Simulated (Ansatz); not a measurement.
C2H7GaS (`CS[CH2][GaH2]`) at its PBE0-D4/def2-TZVP geometry, where that method's forces vanish. Charge 0, multiplicity 1.

```xyz
11

C     0.1530    1.6085    0.5153
S     0.3223   -0.0554    1.1758
C    -0.9254   -0.9441    0.1660
Ga    0.6413   -1.3930   -0.9571
H     0.9904    2.1960    0.8916
H    -0.7839    2.0483    0.8596
H     0.1855    1.5951   -0.5742
H    -1.6949   -0.2502   -0.1641
H    -1.3567   -1.7317    0.7798
H     1.0760   -0.3434   -2.0351
H     1.3924   -2.7299   -0.6577
```

Problem. What forces (eV/Å) does r2SCAN-D4/def2-TZVPP give on these atoms in Ansatz? (Estimate.)

Solution. Computed: 
```
C1   0.001  0.179 -0.065
S2   0.135 -0.097  0.111
C3  -0.120 -0.101 -0.104
Ga4  0.085 -0.004 -0.033
H5  -0.021 -0.008 -0.011
H6   0.013 -0.008 -0.006
H7  -0.006 -0.003  0.023
H8   0.005  0.002  0.015
H9   0.004  0.011 -0.009
H10 -0.033 -0.083  0.093
H11 -0.062  0.112 -0.016
```
